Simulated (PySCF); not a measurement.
F₂Mg, charge +1, doublet, at a GFN2-xTB geometry (such geometries of metal compounds can be far from the true shape) (a state made from the parent by changing its charge; the spin is typed, not shown lowest); SCAN/pcseg-1 (PySCF).

PySCF was given this input:
```python
from pyscf import gto, scf, dft

mol = gto.Mole()
mol.atom = '''
    Mg    0.020849   -0.002923   -0.007000
    F    -0.224165    1.320818   -1.172351
    F     0.196367   -1.316920    1.181684
'''
mol.basis = 'pcseg-1'
mol.charge = 1
mol.spin = 1
mol.verbose = 4
mol.build()

mf = dft.UKS(mol)
mf.xc = 'scan'
mf.kernel()
mf.analyze()
```

Task: Predict the main parts of the log of this PySCF run.

Result: 
```
PySCF version 2.14.0

[INPUT] verbose = 4
[INPUT] num. atoms = 3
[INPUT] num. electrons = 29
[INPUT] charge = 1
[INPUT] spin (= nelec alpha-beta = 2S) = 1
[INPUT] symmetry False subgroup None
[INPUT] Mole.unit = angstrom
[INPUT] Symbol           X                Y                Z      unit          X                Y                Z       unit  Magmom
[...]
nuclear repulsion = 76.2339954911767
number of shells = 8
number of NR pGTOs = 83
number of NR cGTOs = 38
basis = pcseg-1
ecp = {}

******** <class 'pyscf.dft.uks.UKS'> ********
method = UKS
initial guess = minao
damping factor = 0
level_shift factor = 0
DIIS = <class 'pyscf.scf.diis.CDIIS'>
diis_start_cycle = 1
diis_space = 8
diis_damp = 0
SCF conv_tol = 1e-09
SCF conv_tol_grad = None
SCF max_cycles = 50
direct_scf = True
direct_scf_tol = 1e-13
number electrons alpha = 15  beta = 14
XC library pyscf.dft.libxc version 7.1.2
    S. Lehtola, C. Steigemann, M. J. T. Oliveira, and M. A. L. Marques,  SoftwareX 7, 1–5 (2018)
XC functionals = scan
    J. Sun, A. Ruzsinszky, and J. P. Perdew,  Phys. Rev. Lett. 115, 036402 (2015)
    J. Sun, A. Ruzsinszky, and J. P. Perdew,  Phys. Rev. Lett. 115, 036402 (2015)
radial grids:
    Treutler-Ahlrichs [JCP 102, 346 (1995); DOI:10.1063/1.469408] (M4) radial grids

becke partition: Becke, JCP 88, 2547 (1988); DOI:10.1063/1.454033
pruning grids: <function nwchem_prune>
grids dens level: 3
symmetrized grids: False
atomic radii adjust function: <function treutler_atomic_radii_adjust>
small_rho_cutoff = 0
Set gradient conv threshold to 3.16228e-05
tot grids = 47104
init E= -399.634988298116

cycle= 1 E= -399.2883165926  delta_E= 0.347  |g|= 0.289  |ddm|= 1.38
cycle= 2 E= -399.154333732185  delta_E= 0.134  |g|= 0.566  |ddm|= 0.736
cycle= 3 E= -399.079255400615  delta_E= 0.0751  |g|= 0.683  |ddm|= 0.983
cycle= 4 E= -399.192203310748  delta_E= -0.113  |g|= 0.429  |ddm|= 0.226
cycle= 5 E= -399.168113125876  delta_E= 0.0241  |g|= 0.484  |ddm|= 0.953
cycle= 6 E= -399.17562022062  delta_E= -0.00751  |g|= 0.465  |ddm|= 0.0204
cycle= 7 E= -399.19237880117  delta_E= -0.0168  |g|= 0.431  |ddm|= 0.0619
cycle= 8 E= -399.186427648993  delta_E= 0.00595  |g|= 0.442  |ddm|= 0.025
cycle= 9 E= -399.185018168962  delta_E= 0.00141  |g|= 0.445  |ddm|= 0.00924
cycle= 10 E= -399.18794639733  delta_E= -0.00293  |g|= 0.439  |ddm|= 0.0134
cycle= 11 E= -399.187165831687  delta_E= 0.000781  |g|= 0.438  |ddm|= 0.942
cycle= 12 E= -399.169275910526  delta_E= 0.0179  |g|= 0.478  |ddm|= 0.0576
[...]
SCF not converged.
Total Energy =                        -399.320336733207569
[...]
Two-electron Coulomb Energy =          263.584489219156410
DFT Exchange-Correlation Energy =      -37.118902370923578
**** MO energy ****
                             alpha | beta                alpha | beta
[...]
To work with the spin densities directly, `use mulliken_meta_spin()` only printing them here.

 ** Mulliken spin pop alpha/beta on meta-lowdin orthogonal AOs **
 ** Mulliken Spin Density (per AO)  **
spin_pop of  0 Mg 1s       -0.00000
spin_pop of  0 Mg 2s       -0.00000
spin_pop of  0 Mg 3s       -0.00831
spin_pop of  0 Mg 4s       -0.00057
spin_pop of  0 Mg 2px       0.00000
spin_pop of  0 Mg 2py      -0.00000
spin_pop of  0 Mg 2pz      -0.00000
spin_pop of  0 Mg 3px      -0.00352
spin_pop of  0 Mg 3py      -0.00367
spin_pop of  0 Mg 3pz      -0.00535
spin_pop of  1 F 1s       -0.00000
spin_pop of  1 F 2s        0.00150
spin_pop of  1 F 3s       -0.00021
spin_pop of  1 F 2px       0.11170
spin_pop of  1 F 2py       0.14503
spin_pop of  1 F 2pz       0.25449
spin_pop of  1 F 3px      -0.00046
spin_pop of  1 F 3py      -0.00054
spin_pop of  1 F 3pz      -0.00069
spin_pop of  1 F 3dxy      0.00005
spin_pop of  1 F 3dyz     -0.00007
spin_pop of  1 F 3dz^2     0.00011
spin_pop of  1 F 3dxz      0.00001
spin_pop of  1 F 3dx2-y2    0.00002
spin_pop of  2 F 1s       -0.00000
spin_pop of  2 F 2s        0.00151
spin_pop of  2 F 3s       -0.00021
spin_pop of  2 F 2px       0.11557
spin_pop of  2 F 2py       0.15928
spin_pop of  2 F 2pz       0.23590
spin_pop of  2 F 3px      -0.00046
spin_pop of  2 F 3py      -0.00057
spin_pop of  2 F 3pz      -0.00066
spin_pop of  2 F 3dxy      0.00005
spin_pop of  2 F 3dyz     -0.00008
spin_pop of  2 F 3dz^2     0.00010
spin_pop of  2 F 3dxz      0.00002
spin_pop of  2 F 3dx2-y2    0.00003
 ** Mulliken Spin Density (per atom)  **
spin density of  0 Mg =     -0.02142
spin density of  1 F =      0.51095
spin density of  2 F =      0.51047
 ** Mulliken pop alpha/beta on meta-lowdin orthogonal AOs **
 ** Mulliken pop       alpha | beta **
[...]
In total            15.00000 | 14.00000
 ** Mulliken atomic charges   ( Nelec_alpha | Nelec_beta ) **
charge of  0Mg =      1.75745  (     5.11057      5.13199 )
charge of  1F =     -0.37843  (     4.94469      4.43374 )
charge of  2F =     -0.37902  (     4.94475      4.43427 )

WARN: System has nonzero charge 1; the dipole moment is origin-dependent.
Location of origin: [0. 0. 0.]

Dipole moment(X, Y, Z, Debye):  0.21588, -0.02820, -0.07796
```

The run did not converge; its last values are not results.
